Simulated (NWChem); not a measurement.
System: C4H3FO; SMILES c1(F)occc1

Input file for NWChem:

```
start job
memory heap 200 mb stack 900 mb global 1100 mb
geometry units angstroms noautosym nocenter noautoz
  F     -0.028809    -1.972620     0.000000
  C      0.087899    -0.672407     0.000000
  C      1.173889     0.142551     0.000000
  C      0.619702     1.466478     0.000000
  C     -0.732240     1.322066     0.000000
  O     -1.058835     0.000080     0.000000
  H      2.216865    -0.160762     0.000000
  H      1.168471     2.405927     0.000000
  H     -1.566125     2.017487     0.000000
end
basis spherical
  * library pcsseg-1
end
dft
  xc xpbe96 cpbe96
  iterations 150
end
property
  shielding
end
task dft property
```

Geometry: optimised at PBE0/def2-SVP.

GIAO values for the isolated, static molecule; σ is the absolute isotropic shielding, δ = σ(reference) − σ with the isolated reference molecule computed at the same levels (13C: tetramethylsilane, 19F: trichlorofluoromethane, 1H: tetramethylsilane, 17O: water).

Atoms are numbered as in the input.

Predict the main results of this run. (PBE/pcSseg-1, GIAO.) Quantities: δ F1 (ppm); δ C2 (ppm); δ C3 (ppm); δ C5 (ppm); δ O6 (ppm); δ H8 (ppm); δ H9 (ppm).


```yaml
"δ F1 (ppm)": -135.2
"δ C2 (ppm)": 163.7
"δ C3 (ppm)": 84.2
"δ C5 (ppm)": 131.8
"δ O6 (ppm)": 294.0
"δ H8 (ppm)": 6.32
"δ H9 (ppm)": 6.69
```
